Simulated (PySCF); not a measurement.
Se(Cl)(SMe) (CH₃ClSSe), SMILES CS[Se]Cl.

Geometry optimised at B3LYP-D3(BJ)/def2-SVP. The structure was generated by enumeration, and PubChem lists no compound with its InChIKey, so it may never have been made. One conformer was computed; it need not be the lowest.

The numbers are results of B3LYP-D3(BJ)/def2-SVP run with PySCF, not measurements.

Frequencies are harmonic and unscaled.

Computed normal modes with their intensities:
```
mode  ν (cm⁻¹)  IR (km/mol)  moving atoms (share of kinetic energy)
----  --------  -----------  --------------------------------------
1           78          2.1        C 38 %, Cl 32 %, H 17 %, Se 10 %
2          142          0.7                 H 65 %, S 14 %, Cl 12 %
3          176          1.3         H 38 %, S 34 %, Cl 16 %, Se 9 %
4          224          0.1         C 38 %, H 21 %, Se 20 %, S 19 %
5          347         44.0                        Cl 62 %, Se 34 %
6          407          2.9                         S 66 %, Se 25 %
7          683          1.2                  C 58 %, S 31 %, H 12 %
8          957          2.5                          H 83 %, C 15 %
9          961          4.8                          H 79 %, C 18 %
10        1320          4.9                          H 86 %, C 14 %
11        1433         11.6                                  H 96 %
12        1451          9.6                                  H 95 %
13        3043         10.4                                  H 98 %
14        3151          0.9                          H 90 %, C 10 %
15        3169          1.9                          H 90 %, C 10 %
```
